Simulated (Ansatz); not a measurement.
Al₂Sb⁺, relaxed as a singlet with RKS r2SCAN-D4/def2-TZVP in Ansatz, starting from the GFN2-xTB geometry. Force threshold 0.02 eV/Å.

In the def2 sets Sb takes a core potential; there is no spin–orbit coupling. The restricted singlet is unstable towards broken spin symmetry in Hartree–Fock (as tested in another run); at r2SCAN-D4/def2-TZVP this wasn't settled. An occupied level lies above an empty one. Another isomer (triplet) lies 1.30 eV lower at PBE0-D4/def2-TZVP; other spin states weren't run for this one.

Start:

```xyz
3

Al    0.0165   -0.0052    0.0067
Al   -2.2966    0.5240   -1.2570
Sb    2.2801   -0.5188    1.2502
```

```csv
step,energy (eV),largest force component (eV/Å),SCF passes
1,-19723.3907,1.117,216
2,-19723.4890,0.384,390
3,-19723.5312,0.166,40
4,-19723.5366,0.090,33
5,-19723.5377,0.009,26
6,-19723.5378,0.006,26
7,-19723.5380,0.002,29
```

Force components are those of the run's own axes.

End:

```xyz
3

Al    0.112   -0.026    0.061
Al   -2.495    0.569   -1.366
Sb    2.384   -0.544    1.305
```

By distances, no bond broke or formed. The bond that changes most is Al1–Al2, from 2.69 to 3.03 Å (atoms count from 1).

The force fell under the threshold at step 5, but the optimiser went on. No frequencies were taken in this run, so the end may be a saddle point.

Hardware: 2 threads of Arm Neoverse V2 on a shared host. Wall time 2.2 min.
